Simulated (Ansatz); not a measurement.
The inner images of a band of ClH₃Sn (5 atoms, charge 0, multiplicity 1) are given out of order.

Method: Ansatz 0.2.0, RKS PBE-D4/def2-SVP.

First end point:

```xyz
5
Properties=species:S:1:pos:R:3
Sn -0.126 -0.076 0.110
Cl 1.503 0.906 -1.316
H -0.808 -1.392 -0.768
H -1.282 1.156 0.450
H 0.713 -0.594 1.524
```

Last end point:

```xyz
5
Properties=species:S:1:pos:R:3
Sn -0.785 -0.300 0.984
Cl 0.762 -0.061 -1.507
H 0.205 -1.059 -2.128
H -0.983 1.485 0.847
H 0.801 -0.065 1.804
```

Put them in order from the first end to the last, with their energies above the first end.
A.
```xyz
5
Properties=species:S:1:pos:R:3
Sn -0.479 -0.282 0.450
Cl 1.112 0.276 -1.651
H -0.090 -0.882 -1.229
H -1.250 1.269 0.698
H 0.707 -0.381 1.732
```
B.
```xyz
5
Properties=species:S:1:pos:R:3
Sn -0.171 -0.079 0.186
Cl 1.388 0.690 -1.453
H -0.575 -1.258 -0.976
H -1.293 1.173 0.600
H 0.651 -0.527 1.643
```
C.
```xyz
5
Properties=species:S:1:pos:R:3
Sn -0.650 -0.361 0.643
Cl 1.003 0.098 -1.733
H 0.062 -0.833 -1.445
H -1.147 1.345 0.773
H 0.732 -0.248 1.762
```
D.
```xyz
5
Properties=species:S:1:pos:R:3
Sn -0.301 -0.157 0.303
Cl 1.244 0.474 -1.553
H -0.324 -1.077 -1.128
H -1.284 1.221 0.670
H 0.665 -0.462 1.708
```
E.
```xyz
5
Properties=species:S:1:pos:R:3
Sn -0.721 -0.340 0.806
Cl 0.910 0.037 -1.647
H 0.110 -0.982 -1.799
H -1.058 1.423 0.838
H 0.759 -0.139 1.802
```

B (+24.3 kJ/mol), D (+104.9 kJ/mol), A (+160.8 kJ/mol), C (+134.0 kJ/mol), E (+125.5 kJ/mol).

The run took 46 s on 1 CPU thread of a shared host.
